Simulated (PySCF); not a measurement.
Cd (SMILES [Cd]), singlet (core potentials on Cd). Base run: PySCF with PBE0/def2-SV(P).

The PySCF input:
```python
from pyscf import gto, scf, dft

mol = gto.M(
    atom='''
Cd    0.000000    0.000000    0.000000
''',
    basis='def2-sv(p)',
    ecp={'Cd': 'def2-sv(p)'},
    charge=0,
    spin=0,
    verbose=4,
)

mf = dft.RKS(mol)
mf.xc = 'pbe0'
mf.kernel()
mf.analyze()
```

The base run was repeated with changes; each row names its change, and settings that it needs were set with it.

```
change                                                                                                                             basis functions       E (Eh)  HOMO (eV)  HOMO-LUMO gap (eV)
---------------------------------------------------------------------------------------------------------------------------------  ---------------  -----------  ---------  ------------------
base                                                                                                                                            24   -167.73406      -6.35                5.91
basis = x2c-TZVPall; relativity = spin-free X2C (without ecp={'Cd': 'def2-sv(p)'})                                                              63  -5593.72695      -6.34                5.85
basis = x2c-TZVPall; relativity = none (without ecp={'Cd': 'def2-sv(p)'})                                                                       63  -5385.60864      -5.81                5.14
basis = ANO-RCC-VDZP; relativity = none (without ecp={'Cd': 'def2-sv(p)'})                                                                      43  -5332.66310      -5.55                4.46
basis = ANO-RCC-VDZP; relativity = spin-free X2C; nucleus = Gaussian (with nucmod='G'; without ecp={'Cd': 'def2-sv(p)'})                        43  -5593.45911      -6.15                5.79
basis = ANO-RCC-VDZP; relativity = spin-free X2C (without ecp={'Cd': 'def2-sv(p)'})                                                             43  -5593.58921      -6.15                5.79
basis = Sapporo-DKH3-DZP-2012; relativity = spin-free X2C (without ecp={'Cd': 'def2-sv(p)'})                                                    49  -5593.42060      -6.34                7.26
basis = Sapporo-DKH3-DZP-2012; relativity = spin-free X2C; nucleus = Gaussian (with nucmod='G'; without ecp={'Cd': 'def2-sv(p)'})               49  -5593.30393      -6.34                7.26
basis = x2c-TZVPall; relativity = spin-free X2C; nucleus = Gaussian (with nucmod='G'; without ecp={'Cd': 'def2-sv(p)'})                         63  -5593.61796      -6.34                5.85
basis = Sapporo-DKH3-DZP-2012; relativity = none (without ecp={'Cd': 'def2-sv(p)'})                                                             49  -5337.86945      -5.42                5.80
```

Absolute energies of different levels of theory aren't comparable as measures of quality.

Basis sets contracted for a relativistic Hamiltonian are a mismatch without it, so the rows without relativity aren't non-relativistic limits. No row has spin-orbit coupling; sets with core potentials leave out the core electrons.
